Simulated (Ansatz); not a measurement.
Two isomers of CH7BN2O: A = `CNB(N)O`, B = `NB(N)CO`.

Gas-phase electronic energies from Ansatz, PBE0-D4/def2-TZVP geometries. CCSD(T)/CBS is the MP2 limit (def2-TZVPP, def2-QZVPP) plus CCSD(T) − MP2 in def2-TZVPP, frozen cores. DFT in def2-TZVPP. B3LYP here is the variant with VWN-RPA as its local correlation; programs differ in this. One conformer a species, not always the lowest.

A:

Z-matrix (Å, degrees):
```
C
N 1 1.437
H 1 1.099 2 113.5
H 1 1.093 2 110.8 3 -121.1
H 1 1.094 2 110.6 3 121.1
B 2 1.415 1 126.5 3 -82.4
H 2 1.005 1 115.7 3 89.6
O 6 1.385 2 116.2 1 179.4
N 6 1.423 2 121.8 1 -0.7
H 8 0.957 6 113.7 2 -175.6
H 9 1.003 6 122.9 2 2.0
H 9 1.003 6 123.5 2 -172.1
```

B:

```xyz
12

N     0.637    0.080    1.365
B     0.232    0.342    0.041
N     0.832    1.341   -0.758
C    -0.949   -0.541   -0.554
O    -1.228   -1.727    0.191
H     1.342    0.590    1.866
H     0.111   -0.564    1.930
H     1.534    1.980   -0.431
H     0.569    1.493   -1.714
H    -1.878    0.041   -0.533
H    -0.780   -0.785   -1.615
H    -0.423   -2.250    0.212
```

Problem. Which is lower in electronic energy at CCSD(T)/CBS, and by how much? (Best estimate.)

Solution. The calculation gave: A, by 122.0 kJ/mol.

Problem. Give E(B) − E(A) in kJ/mol with HF/def2-TZVPP, PBE-D4, CCSD/def2-TZVPP, B3LYP, MP2/def2-TZVPP, CCSD(T)/def2-TZVPP, B3LYP-D4. (Best estimate.)

Solution. Ansatz gave: HF/def2-TZVPP 133.3, PBE-D4 113.2, CCSD/def2-TZVPP 123.6, B3LYP 120.9, MP2/def2-TZVPP 125.5, CCSD(T)/def2-TZVPP 122.0, B3LYP-D4 120.8. None reverses the order clearly.

Largest T1 diagnostic: 0.011.

In def2-TZVPP, CCSD(T) changes the Hartree–Fock value by −11.3 kJ/mol (the triples alone add −1.6 kJ/mol) and MP2 by −7.8 kJ/mol. From PBE to PBE0 (25 % exact exchange), in def2-TZVPP and without D4, E(B) − E(A) moves by +5.3 kJ/mol.
